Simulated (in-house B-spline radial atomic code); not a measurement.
Sr: [Ar] (3d3/2)3 (3d5/2)6 4s2 4p6 5s2 (7p1/2)1 (an excited or competing configuration)

All numbers are computed (Dirac-Hartree-Fock, average of the jj configuration; Fermi nucleus of rms radius 4.224 fm) with an all-electron radial atomic-structure program (B-spline basis), not measured.

Screening seen three ways: the hydrogenic charge with the same mean radius, Z_r = [3n² - l(l+1)]/(2<r>), the one with the same energy, Z_e = n√(-2ε), and Slater's rules. Values are occupation-weighted means over j. An effective charge above Z reflects the relativistic contraction of the inner shells.

```json
{"shell": "1s", "electrons": "2", "ε (eV)": "-16240", "<r> (bohr)": "0.03915", "Z_r": "38.31", "Z_e": "34.55", "Slater": "37.70"}
{"shell": "2s", "electrons": "2", "ε (eV)": "-2296.5", "<r> (bohr)": "0.1717", "Z_r": "34.95", "Z_e": "25.98", "Slater": "33.85"}
{"shell": "2p", "electrons": "6", "ε (eV)": "-2039", "<r> (bohr)": "0.1502", "Z_r": "33.28", "Z_e": "24.48", "Slater": "33.85"}
{"shell": "3s", "electrons": "2", "ε (eV)": "-407.05", "<r> (bohr)": "0.4845", "Z_r": "27.86", "Z_e": "16.41", "Slater": "26.75"}
{"shell": "3p", "electrons": "6", "ε (eV)": "-320.56", "<r> (bohr)": "0.4901", "Z_r": "25.51", "Z_e": "14.56", "Slater": "26.75"}
{"shell": "3d", "electrons": "9", "ε (eV)": "-180.23", "<r> (bohr)": "0.4847", "Z_r": "21.66", "Z_e": "10.92", "Slater": "17.20"}
{"shell": "4s", "electrons": "2", "ε (eV)": "-67.349", "<r> (bohr)": "1.301", "Z_r": "18.45", "Z_e": "8.90", "Slater": "11.10"}
{"shell": "4p", "electrons": "6", "ε (eV)": "-42.425", "<r> (bohr)": "1.466", "Z_r": "15.69", "Z_e": "7.06", "Slater": "11.10"}
{"shell": "5s", "electrons": "2", "ε (eV)": "-10.492", "<r> (bohr)": "3.668", "Z_r": "10.22", "Z_e": "4.39", "Slater": "3.85"}
{"shell": "7p", "electrons": "1", "ε (eV)": "-0.82708", "<r> (bohr)": "24.06", "Z_r": "3.01", "Z_e": "1.73", "Slater": "1.00"}
```

The least bound orbital is 7p1/2 at -0.8271 eV, and it is also the most diffuse (<r> = 24.06 bohr). The part-filled 3d shell lies below the filled 5s shell in orbital energy.

For the 1s electron the small component carries 1.91 % of the norm, the zero-frequency Breit interaction raises the level by 28.13 eV, self-energy by 15.05 eV, and vacuum polarisation lowers it by 1.622 eV.
